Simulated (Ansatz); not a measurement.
One change: `BC[SiH](C)Cl` becomes `C[SiH](O)Cl`.

Ansatz, PBE0-D4/def2-TZVP geometries, multiplicity 1. Each molecule was computed in one conformer, which needn't be the lowest.

```tsv
property	`BC[SiH](C)Cl`
LUMO energy (ωB97M-V/def2-TZVPP) / eV	0.59
HOMO energy (PBE/def2-TZVPP) / eV	-7.26
LUMO energy (PBE/def2-TZVPP) / eV	-2.30
size of the dipole moment (B3LYP/def2-TZVPP) / D	2.50
HOMO energy (PBE0/def2-TZVPP) / eV	-8.56
HOMO energy (B3LYP/def2-TZVPP) / eV	-8.32
```

Give the same properties after the change, and the shifts. (Best estimate.)

The calculation gave: 
```tsv
property	`C[SiH](O)Cl`	shift
LUMO energy (ωB97M-V/def2-TZVPP) / eV	2.12	1.53
HOMO energy (PBE/def2-TZVPP) / eV	-7.23	0.03
LUMO energy (PBE/def2-TZVPP) / eV	-0.28	2.02
size of the dipole moment (B3LYP/def2-TZVPP) / D	1.96	-0.54
HOMO energy (PBE0/def2-TZVPP) / eV	-8.62	-0.06
HOMO energy (B3LYP/def2-TZVPP) / eV	-8.39	-0.07
```

With PBE0 the HOMO falls by 0.06 eV and the LUMO rises by 1.93 eV, so the gap widens by about 1.99 eV. PBE moves the HOMO by 0.03 eV and ωB97M-V by -0.09 eV. Dipoles are sizes alone; their direction can turn.

B3LYP here is the variant with VWN-RPA as its local correlation; programs differ in this.
